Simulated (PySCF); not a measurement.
Electron correlation in F (fluorine, neutral)

[He] 2s2 2p5, 2P determinant. Computed with PySCF 2.14 in aug-cc-pwCVDZ (5s4p2d, 27 functions), with the non-relativistic Hamiltonian (point nucleus). Frozen: 1s2; 7 electrons correlated.

MP2 pair energies summed by pair of shells (mhartree):

```tsv
pair	energy	share (%)
2p-2p	-103.05	63.0
2s-2p	-51.64	31.6
2s-2s	-8.75	5.4
```

Total MP2 correlation energy: -163.44 mhartree.

Same-spin part -42.09 and opposite-spin part -121.36 mhartree; SCS-MP2 scales them by 1/3 and 6/5 to -159.66 mhartree.
